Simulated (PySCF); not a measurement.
## Shifts of the heteroatoms

Mapped SMILES: `[O:1]=[C:2]([OH:3])[C:4]#[C:5][CH2:6][N:7]([SiH3:8])[SiH3:9]`. Each H is labelled by its parent atom.

How the numbers were obtained: shieldings: GIAO PBE0/pcSseg-1, geometry: GFN2-xTB, in PySCF 2.14 (equivalent nuclei averaged, gas phase, no relativistic terms, single conformer).

(1) Predict the 29Si NMR data.

(2) What are the 15N shifts?

(3) Predict the 17O NMR data.

Results:

(1) 
```
  atoms               environment  σ (ppm)  δ (ppm)
Si8/Si9  silicon bonded to N, 3 H    391.6    -41.9
```

Shieldings were converted by a linear fit to measured shifts: 29Si: δ = 279.94 − 0.822σ (rms 8.9 ppm, 72 shifts, 25.8 ppm with the 6 outliers that the fit left out vs TMS, solution or neat liquid). Occasional misses reach two or three times the rms, and more in compound classes unlike the fitted ones.

On a 300 MHz spectrometer 29Si resonates near 59.6 MHz, so 1 ppm is 59.6 Hz.

(2) 
| atoms | environment | σ (ppm) | δ (ppm) |
| --- | --- | --- | --- |
| N7 | nitrogen bonded to C, 2 Si | 254.1 | -382.2 |

Shieldings were converted by a linear fit to measured shifts: 15N (scatter 6.3 ppm rms vs CH3NO2, solution or neat liquid). Occasional misses reach two or three times the rms, and more in compound classes unlike the fitted ones.

On a 500 MHz spectrometer 15N resonates near 50.7 MHz, so 1 ppm is 50.7 Hz.

(3) 
```csv
atoms,environment,σ (ppm),δ (ppm)
O1,carbonyl oxygen,-124.4,380.0
O3,acid hydroxyl oxygen,118.3,159.0
```

Shieldings were converted by a linear fit to measured shifts: 17O (scatter 10.7 ppm rms, 12.2 ppm with the 3 outliers that the fit left out vs liquid water, solution or neat liquid). Occasional misses reach two or three times the rms, and more in compound classes unlike the fitted ones.

On a 300 MHz spectrometer 17O resonates near 40.7 MHz, so 1 ppm is 40.7 Hz.

In solution the two oxygens of a carboxylic acid exchange roles by proton transfer and give one 17O line. Hydrogen bonding in solution shields acid and N–H amide carbonyl oxygens by tens of ppm.
